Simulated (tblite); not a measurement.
C8H12P (charge -1).
Numbering: `[CH3:1][c:2]1[cH:3][c:4]([CH:5]([CH3:6])[CH3:7])[cH:8][p-:9]1` (hydrogens: H10, H11, H12 on C1; H13 on C3; H14 on C5; H15, H16, H17 on C6; H18, H19, H20 on C7; H21 on C8)

Structure used (GFN2-xTB), in Å, numbered top down from 1:
```xyz
21
C8H12P angstrom
C      3.674    0.080   -0.021
C      2.241   -0.364    0.043
C      1.161    0.495    0.003
C     -0.079   -0.155    0.088
C     -1.402    0.565    0.069
C     -2.119    0.429    1.417
C     -2.301    0.048   -1.058
C      0.070   -1.523    0.199
P      1.735   -2.039    0.195
H      3.849    0.721   -0.892
H      4.336   -0.782   -0.088
H      3.951    0.653    0.871
H      1.263    1.573   -0.088
H     -1.210    1.633   -0.109
H     -2.309   -0.621    1.630
H     -3.071    0.965    1.418
H     -1.493    0.828    2.212
H     -1.799    0.156   -2.017
H     -2.515   -1.008   -0.907
H     -3.246    0.594   -1.093
H     -0.746   -2.230    0.282
```

Level: GFN2-xTB in tblite, geometry and Hessian alike; calculated harmonic values, unscaled, isolated species. Errors from tens to a few hundred cm⁻¹ against measured bands are possible. One conformer, not necessarily the lowest.

Harmonic wavenumbers (cm⁻¹): 36.0, 81.7, 115.0, 169.4, 199.6, 223.0, 227.5, 263.7, 327.1, 333.9, 438.8, 468.1, 514.8, 588.6, 595.6, 730.5, 736.8, 773.6, 886.7, 910.0, 935.5, 961.9, 977.1, 993.8, 1025.5, 1080.5, 1127.6, 1129.2, 1169.9, 1185.2, 1223.0, 1304.7, 1321.2, 1388.0, 1392.7, 1405.7, 1423.5, 1436.4, 1499.7, 1502.5, 1505.9, 1507.1, 1508.9, 1511.5, 1519.4, 2875.9, 2900.6, 2926.1, 2952.9, 2960.2, 2974.0, 2999.6, 3009.3, 3017.4, 3022.4, 3028.7, 3031.6.

A = 2776, B = 826.2, C = 738.6 MHz; mass 139.068 u (most abundant isotopes); point group C1, symmetry number 1.

Task: Zero-point energy?

Result: ½Σν̃ = 38178 cm⁻¹ = 456.71 kJ/mol.

Task: Give the ideal-gas entropy at 500 K and 1 bar in the rigid-rotor, harmonic-oscillator model (classical rotation).

Result: Translation 181.15, rotation 130.42, vibration 217.25: S = 528.8 J/(mol K).

Task: And Cp and H(500 K) − H(0)?

Result: Cp = 253.10 J/(mol K), of which vibrations give 219.85 (their classical limit is 57 R = 473.9); H(500 K) − H(0) = 72.86 kJ/mol without the zero-point energy, 56.24 from vibrations.

Task: Blend soft modes into free rotors: weight 1/[1 + (100 cm⁻¹/ν̃)⁴] for the oscillator and the rest for a rotor with moment μB/(μ + B), μ = h/(8π²ν), B = 10⁻⁴⁴ kg m². What vibrational entropy results?

Result: 202.86 J/(mol K) in place of 217.25, which changes −T·S at 500 K by +7.19 kJ/mol.

Task: How do the functions run with temperature in this model?

Result: 
```json
{"T (K)": "100", "S (J/(mol K))": "293.9", "Cp (J/(mol K))": "80.2", "H − H(0) (kJ/mol)": "5.44", "G − H(0) (kJ/mol)": "-23.94", "ln q(vib)": "1.76"}
{"T (K)": "200", "S (J/(mol K))": "363.4", "Cp (J/(mol K))": "124.4", "H − H(0) (kJ/mol)": "15.72", "G − H(0) (kJ/mol)": "-56.95", "ln q(vib)": "4.44"}
{"T (K)": "300", "S (J/(mol K))": "422.1", "Cp (J/(mol K))": "168.8", "H − H(0) (kJ/mol)": "30.35", "G − H(0) (kJ/mol)": "-96.27", "ln q(vib)": "7.17"}
{"T (K)": "800", "S (J/(mol K))": "668.0", "Cp (J/(mol K))": "338.5", "H − H(0) (kJ/mol)": "162.70", "G − H(0) (kJ/mol)": "-371.69", "ln q(vib)": "20.53"}
{"T (K)": "1000", "S (J/(mol K))": "747.8", "Cp (J/(mol K))": "375.9", "H − H(0) (kJ/mol)": "234.34", "G − H(0) (kJ/mol)": "-513.43", "ln q(vib)": "25.51"}
```

q(vib) and H(0) count from the zero-point level.

Hindered rotation and anharmonicity are outside this model. Other conformers, if any are populated, would add a mixing term that is left out.
